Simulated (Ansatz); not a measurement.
`CC[O][SnH3]` + H₂ → `C[O][SnH3]` + CH₄ at 500 K and 1 bar (hydrogenolysis of a C–C bond).

Program: Ansatz. Geometries: PBE0-D4/def2-TZVP. ΔE: electronic, gas phase. CCSD(T)/CBS is the MP2 limit (def2-TZVPP, def2-QZVPP) plus CCSD(T) − MP2 in def2-TZVPP, frozen cores. This one scheme is used for every species. Elements past krypton have def2 core potentials. For Sn outer-core shells are correlated without core-valence functions, which leaves a few kJ/mol of doubt a bond. Each species was taken in one conformer, which may not be the lowest.

```
      species  CCSD(T)/CBS energy (Eh)  H − E (kJ/mol)  S (J/(mol·K))
`CC[O][SnH3]`               -370.09955           283.4          422.5
           H₂                 -1.17544            41.0          145.5
 `C[O][SnH3]`               -330.83288           199.9          376.8
          CH₄                -40.46206           135.6          206.8
```

H − E and S are ideal-gas, rigid-rotor, harmonic terms from PBE0-D4/def2-TZVP, for one conformer and one mirror image of each species. The MP2-based limit puts H₂ 0.8 mEh under its directly extrapolated value; such offsets cancel only in part. 1 Eh = 2625.50 kJ/mol, R = 8.31446 J/(mol·K).

Task: By hand: ΔE, ΔH, ΔS and ΔG.

Result: ΔE = (-330.83288) + (-40.46206) − (-370.09955) − (-1.17544) = -0.01995 Eh = -52.4 kJ/mol. Δ(H − E) = 199.9 + 135.6 − 283.4 − 41.0 = 11.1, so ΔH = -41.3 kJ/mol. ΔS = 376.8 + 206.8 − 422.5 − 145.5 = 15.6 J/(mol·K). ΔG = -41.3 − 500 × (15.6)/1000 = -49.1 kJ/mol.

Task: By hand: the equilibrium constant, and the temperature at which ΔG would vanish if ΔH and ΔS stayed fixed.

Result: log₁₀ K = −ΔG/(RT ln 10) = 5.1. ΔH and −TΔS have one sign here, so there is no such temperature.

ΔH outweighs TΔS. A doubt of 5 kJ/mol in ΔE shifts log₁₀ K by 0.5 here. Other conformers and mirror images would add mixing entropy, several J/(mol·K) or more a flexible species. Modes under 60 cm⁻¹, often nearly free rotors, make the harmonic entropy too high. These are equilibria of isolated gas molecules and say nothing of rates. Largest T1 diagnostic: 0.013 (customary marks: 0.02 for closed shells, 0.045 for open ones).
